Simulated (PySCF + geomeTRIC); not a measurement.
Species: H6ClGaSi2, SMILES `[SiH3][Ga]([SiH3])[Cl]` (charge 0, multiplicity 1).

Problem. Give a relaxed geometry from B3LYP-D3(BJ)/def2-TZVP (PySCF + geomeTRIC).

Solution. the end point of this relaxation (outside a Z-matrix the atoms follow the SMILES, hydrogens last).
Cartesian coordinates (Å) in one orientation:
```xyz
10

Si    -2.267    -0.389    -0.072
Ga    -0.025     0.532    -0.035
Si     2.246    -0.314    -0.045
Cl    -0.062     2.724     0.018
H     -2.250    -1.872    -0.111
H     -2.984     0.112    -1.270
H     -2.997     0.048     1.142
H      2.938     0.162    -1.268
H      2.280    -1.797    -0.025
H      2.969     0.197     1.145
```
